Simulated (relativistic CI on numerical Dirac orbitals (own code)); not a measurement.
**Racah parameters of the free ion Mn4+ from its measured terms**

Problem. The configuration 3s²3p⁶3d³ of Mn4+ has the measured levels ⁴F: 0.0 (J = 3/2), 359.0 (J = 5/2), 835.1 (J = 7/2), 1412.2 (J = 9/2); ⁴P: 16434.0 (J = 1/2), 16594.6 (J = 3/2), 17048.6 (J = 5/2); ²G: 17892.4 (J = 7/2), 18398.8 (J = 9/2) cm⁻¹ (Corliss and Sugar, J. Phys. Chem. Ref. Data 6, 1253 (1977)). Find B and C, and predict the term ²H.

Working.
1. Centres of gravity, weighted by 2J + 1: ⁴F 819.9, ⁴P 16794.8, ²G 18173.7 cm⁻¹.
2. ⁴P − ⁴F = 15B gives B = 15974.9/15 = 1065 cm⁻¹.
3. ²G − ⁴F = 4B + 3C gives C = (17353.8 − 4260.0)/3 = 4365 cm⁻¹, and C/B = 4.10.
4. ²H − ⁴F = 9B + 3C = 22679 cm⁻¹.

Check. The measured centre of ²H lies 24351 cm⁻¹ above that of ⁴F, so the two-parameter theory misses by -1672 cm⁻¹; fits add the Trees term αL(L + 1) for such residues. The calculated radial integrals (Dirac-KLI orbitals, unscaled: F² = 99591, F⁴ = 62658 cm⁻¹) give B = F²/49 − 5F⁴/441 = 1322 and C = 35F⁴/441 = 4973 cm⁻¹, so the measured B is 81 % and C 88 % of them. A complex lowers B further; the nephelauxetic ratio is taken against the free-ion value found here.
